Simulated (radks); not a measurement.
Charge is removed step by step from the 5p3/2 level of neutral mercury, starting from [Kr] 4d10 4f14 5s2 5p(1/2: 2, 3/2: 4) 5d10 6s2. Calculated with a radial shooting solver on a logarithmic mesh with Libxc functionals: Dirac Kohn-Sham, PBE, spin-unpolarised, spherical densities, finite nucleus; Fermi nuclear charge, rms radius 5.4648 fm.

removed (e) = 0: E - E(0) (eV) 0.000; eigenvalue (eV) -61.616; E minus straight line (eV) 0.000
removed (e) = 0.125: E - E(0) (eV) 7.802; eigenvalue (eV) -63.226; E minus straight line (eV) -0.741
removed (e) = 0.25: E - E(0) (eV) 15.808; eigenvalue (eV) -64.872; E minus straight line (eV) -1.278
removed (e) = 0.375: E - E(0) (eV) 24.022; eigenvalue (eV) -66.552; E minus straight line (eV) -1.607
removed (e) = 0.5: E - E(0) (eV) 32.447; eigenvalue (eV) -68.263; E minus straight line (eV) -1.724
removed (e) = 0.625: E - E(0) (eV) 41.089; eigenvalue (eV) -70.004; E minus straight line (eV) -1.626
removed (e) = 0.75: E - E(0) (eV) 49.950; eigenvalue (eV) -71.774; E minus straight line (eV) -1.308
removed (e) = 0.875: E - E(0) (eV) 59.034; eigenvalue (eV) -73.571; E minus straight line (eV) -0.767
removed (e) = 1: E - E(0) (eV) 68.344; eigenvalue (eV) -75.395; E minus straight line (eV) 0.000

Removing the whole electron costs 68.344 eV by Delta-SCF, against 61.616 eV from minus the eigenvalue at the starting occupation. Slater's transition state (half an electron removed) gives 68.263 eV. Integrating minus the eigenvalue over the occupation (Janak's theorem) gives 68.344 eV. The mean slope of the eigenvalue, de/dn, is 13.8 eV per electron.
